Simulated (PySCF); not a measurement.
Sn(2+) (tin, charge +2): r2SCAN calculation

Configuration: [Kr] 4d10 5s2, closed-shell 1S. Calculation: PySCF 2.14, in aug-cc-pVTZ-PP with ECP28MDF; a scalar-relativistic core potential.

```
Total energy                : -213.5303 hartree
One-electron energy         : -362.4727 hartree
Hartree (Coulomb) energy    : 166.5512 hartree
Exchange-correlation energy : -17.6089 hartree
⟨S²⟩                        : 0.0000
⟨L²⟩                        : 0.000
Sum of ⟨r⟩                  : 22.44 bohr
Sum of ⟨r²⟩                 : 31.87 bohr²
```

| shell | electrons | mean orbital energy (eV) | rms radius, mean of both spins (bohr) |
| --- | --- | --- | --- |
| 4s | 2 | -154.79 | 0.877 |
| 4p | 6 | -109.58 | 0.951 |
| 4d | 10 | -43.776 | 1.18 |
| 5s | 2 | -26.379 | 2.34 |

Energies and moments cover only the electrons outside the core potential.
